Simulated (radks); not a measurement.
Problem. These are the eigenvalues of the occupied orbitals of an atom or ion with whole-number occupations (Ry). Method: scalar-relativistic Kohn-Sham, BLYP, spin-polarised, spherical densities, finite nucleus; Fermi nuclear charge, rms radius of each element as measured or else 0.836 A^(1/3) + 0.57 fm; computed with a radial shooting solver on a logarithmic mesh with Libxc functionals.

1s down: -1536.309
1s up: -1536.308
2s up: -221.1404
2s down: -221.0973
2p up: -198.1793
2p down: -198.1469
3s up: -40.35461
3s down: -40.33159
3p up: -32.82182
3p down: -32.79586
3d up: -20.62889
3d down: -20.58893
4s up: -7.68529
4s down: -7.47567
4p up: -5.61027
4p down: -5.38835
4d up: -2.65754

Which element is it, and in what charge state? The configuration may be excited. Open shells, if any, are filled with parallel spins first.

Solution. Z = 43, technetium, charge +3: Tc3+ in [Kr] 4d4. The list shows which subshells hold electrons but not how many an open one holds; the 1s level, -768.15 hartree, gives Z - s = 39.2 by -(Z - s)^2/2, which with screening and relativity narrows Z to a few neighbours, and the depths of the outer levels then fix element, charge and occupations together.
